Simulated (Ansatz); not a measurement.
Species: H₂BO, charge 0, doublet. H2BO (SMILES [BH]O, doublet).
B3LYP-D3(BJ)/def2-TZVP minimum from Ansatz (a quantum-chemistry and plane-wave program):
```
B
O 1 1.3311
H 2 0.9692 1 117.14
H 1 1.2013 2 125.48 3 0.00
```
Charge 0, spin multiplicity 2.

Quantity: atomisation energy (electronic, to ground-state atoms), in kJ/mol. UHF or UKS for unpaired electrons; spin-orbit terms are left out. CBS(X,Y): correlation extrapolated as X^-3, Hartree-Fock from the larger set (Q,5: extrapolated as (X+1)exp(-9√X)). A bracket is a step between two methods taken in the basis named. The functionals are non-relativistic, so their misses hold any scalar relativity. Double hybrids freeze cores in their MP2 part. '+ core + X2C': CCSD(T) terms for core correlation (cc-pwCVTZ) and scalar relativity (cc-pVTZ-DK). Where a partner has so few electrons that a lower coupled-cluster level is exact, that level stands in.

CCSD(T)/CBS(cc-pVQZ,cc-pV5Z) + [CCSDT(Q) - CCSD(T)]/cc-pVTZ + [CCSDTQ - CCSDT(Q)]/cc-pVDZ + core + X2C (Ansatz) gives 1353.6 kJ/mol.

Task: How far off this value is PBE/def2-TZVPD (Ansatz), in which direction, and which of these levels come nearer: r2SCAN/def2-TZVPD, B3LYP/def2-TZVPD, wB97M-V/def2-TZVPD, B2PLYP/def2-TZVPD, CCSD(T)/CBS(cc-pVQZ,cc-pV5Z) + core + X2C?

Result: PBE gives 1391.7 kJ/mol, 38.1 kJ/mol above it. Differences of the others: r2SCAN/def2-TZVPD (Ansatz) 25.4; B3LYP/def2-TZVPD (Ansatz) 6.1; wB97M-V/def2-TZVPD (Ansatz) 2.3; B2PLYP/def2-TZVPD (Ansatz) -6.0; CCSD(T)/CBS(cc-pVQZ,cc-pV5Z) + core + X2C (Ansatz) -0.2 kJ/mol. Nearer than PBE: r2SCAN/def2-TZVPD, B3LYP/def2-TZVPD, wB97M-V/def2-TZVPD, B2PLYP/def2-TZVPD, CCSD(T)/CBS(cc-pVQZ,cc-pV5Z) + core + X2C.
